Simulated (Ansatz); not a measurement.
Reaction (homolysis of the Cl–Sn bond): `C[S][SnH2][Cl]` → Cl• + `C[S][SnH2]`•

Gas-phase electronic energies from Ansatz, PBE0-D4/def2-TZVP geometries. CCSD(T)/CBS adds triple-zeta CCSD(T) − MP2 to the extrapolated MP2 energy (def2 sets, frozen cores). This one scheme is used for every species, atoms too. DFT in def2-TZVPP. B3LYP here is the variant with VWN-RPA as its local correlation; programs differ in this. HSE06 is defined as in plane-wave codes. Open shells (•) are unrestricted, without spin–orbit coupling. Spin–orbit coupling would lower the free atoms: a little for Cl. Elements past krypton have def2 core potentials. Bonds to Sn are less sure, by a few kJ/mol each and by 10 to 20 or more in all where they break to atoms, as the def2 sets lack core-valence functions. One conformer a species, not always the lowest.

| level | ΔE (kJ/mol) | difference from CCSD(T)/CBS |
| --- | --- | --- |
| BLYP-D4 | 361.9 | -40.6 |
| B3LYP-D4 | 370.5 | -32.0 |
| r2SCAN0-D4 | 378.0 | -24.5 |
| HSE06-D4 | 385.3 | -17.2 |
| ωB97X-V | 397.8 | -4.7 |
| r2SCAN0 | 375.9 | -26.6 |
| BHLYP | 360.9 | -41.6 |
| HF/def2-SVP | 284.8 | -117.7 |
| HF/def2-TZVPP | 289.2 | -113.3 |
| SCS-MP2/def2-QZVPP | 405.4 | 2.9 |
| CCSD(T)/CBS | 402.5 | 0 |

Largest T1 diagnostic among the species: 0.016.

In def2-TZVPP, CCSD(T) changes the Hartree–Fock value by +90.1 kJ/mol (the triples alone add +9.2 kJ/mol) and MP2 by +113.4 kJ/mol; breaking electron pairs costs correlation energy, which Hartree–Fock lacks. From BLYP to BHLYP (50 % exact exchange), in def2-TZVPP and without D4, ΔE moves by +11.5 kJ/mol.

CCSD(T)/CBS has its own doubt, a few kJ/mol and more with outer-core shells, so smaller differences from it don't rank the levels.
